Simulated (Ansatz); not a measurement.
```yaml
crystal:
  periodic: [false, false, false]
  atoms:
    - {symbol: Mg, position_ang: [-1.644609, 0.059476, 2.903983]}
    - {symbol: S, position_ang: [-0.127442, -1.772593, 3.215695]}
    - {symbol: Mg, position_ang: [1.633221, -0.050155, 2.907228]}
    - {symbol: S, position_ang: [0.115461, 1.782711, 3.211310]}
    - {symbol: Mg, position_ang: [-0.606505, 2.197734, 0.900791]}
    - {symbol: S, position_ang: [-2.671388, 0.896357, 0.915774]}
    - {symbol: Mg, position_ang: [-2.270639, -0.583439, -0.910762]}
    - {symbol: S, position_ang: [-0.892665, -2.607058, -0.899358]}
    - {symbol: Mg, position_ang: [0.598910, -2.193598, 0.907638]}
    - {symbol: S, position_ang: [2.663785, -0.892207, 0.923162]}
    - {symbol: Mg, position_ang: [2.266481, 0.582825, -0.907972]}
    - {symbol: S, position_ang: [0.888491, 2.606460, -0.904455]}
    - {symbol: S, position_ang: [-1.832976, 0.117555, -3.197401]}
    - {symbol: Mg, position_ang: [-0.057866, -1.578108, -2.908328]}
    - {symbol: S, position_ang: [1.833145, -0.124129, -3.193597]}
    - {symbol: Mg, position_ang: [0.057495, 1.572269, -2.912308]}
basis:
  gaussian: {orbitals: def2-TZVP, initial_orbitals: start.molden}
total_charge: 1
magnetization: {spin_polarized: true, initial_magnetization: 1}
hamiltonian: {xc: pbe0, dispersion: d4}
scf: {omitted_lower_state_checks: [starts]}
output: {orbitals: {seedname: orbitals}}
```

The file start.molden holds the orbitals of an earlier run on this structure, at another level or in another basis.

```sh
$ ansatz run in.yaml --threads 4 --pin off --events-out ev --progress --plain --max-ram 6963MiB
```

Task: Does this run fit into the memory that it is given?

Result: No. It has 552 basis functions, and Ansatz plans for 13 GiB where 7 GiB are given.
